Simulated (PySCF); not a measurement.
HSbO at several levels of theory

All levels use the PBE0 minimum (singlet; Sb–H 1.750 Å, Sb–O 1.809 Å; H–Sb–O 100.0°), basis [Sb def2-TZVP with ECP28, O def2-TZVP, H def2-TZVP], scalar-relativistic core potentials, density fitting, no spin–orbit coupling, PySCF. For vertical energies the ionised species is a doublet (spins chosen at PBE0 and kept) and the electron-attached one a doublet. Atomisation goes to high-spin ground-configuration atoms, without zero-point energy. Open shells are unrestricted, also as the reference of the correlated levels. A dash marks a value that was not computed or is not defined at that level.

```tsv
level	atomisation (kJ/mol)	vertical IP (eV)	vertical EA (eV)	−ε(HOMO) (eV)	gap (eV)	dipole (D)
PBE0	?	?	?	?	?	?
HF	190	7.70	1.22	10.32	9.75	4.52
MP2	637	10.27	0.95	–	–	–
PBE	704	9.37	1.22	5.87	1.59	3.38
B3LYP	?	?	?	?	?	?
r2SCAN	649	9.39	1.42	6.18	1.92	3.49
TPSSh	653	9.38	1.33	6.57	2.64	3.51
M06-L	690	9.24	1.08	5.99	1.97	3.60
M06	699	9.38	1.17	7.14	3.67	3.89
```

(1) Fill in the row of B3LYP.

(2) Fill in the row of PBE0.

Results:

(1) atomisation (kJ/mol) 659, vertical IP (eV) 9.48, vertical EA (eV) 1.38, −ε(HOMO) (eV) 7.06, gap (eV) 3.31, dipole (D) 3.71.

(2) atomisation (kJ/mol) 622, vertical IP (eV) 9.39, vertical EA (eV) 1.41, −ε(HOMO) (eV) 7.26, gap (eV) 3.74, dipole (D) 3.70.

Without diffuse functions attachment energies tend to come out too low.
